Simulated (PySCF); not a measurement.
F3H3SiSn, SMILES [Sn]([SiH3])([F])([F])[F].

Geometry optimised at PBE-D3(BJ)/def2-SVP. The def2 effective core potentials stand for the cores of Sn; spin–orbit coupling is left out.

Two levels are set side by side: PBE/def2-TZVP (PySCF) and r2SCAN/def2-TZVP (PySCF). Same geometry, gas phase. Differences are taken from unrounded values.

```csv
quantity,r2SCAN
orbital gap (eV),5.63
highest occupied level (eV),-8.67
lowest empty level (eV),-3.05
dipole moment (D),5.73
mean polarisability (bohr³),65.4
```

### Question
What does PBE give, and how far is it from r2SCAN? (Estimate from the structure and the level; the computed values follow.)

### Answer

| quantity | PBE | PBE minus r2SCAN |
|---|---|---|
| orbital gap (eV) | 5.01 | -0.61 |
| highest occupied level (eV) | -8.31 | 0.36 |
| lowest empty level (eV) | -3.30 | -0.25 |
| dipole moment (D) | 5.57 | -0.16 |
| mean polarisability (bohr³) | 68.1 | 2.7 |

Rough cost on one machine, each run with all the roots and properties that it gave: r2SCAN against PBE about 3 times.
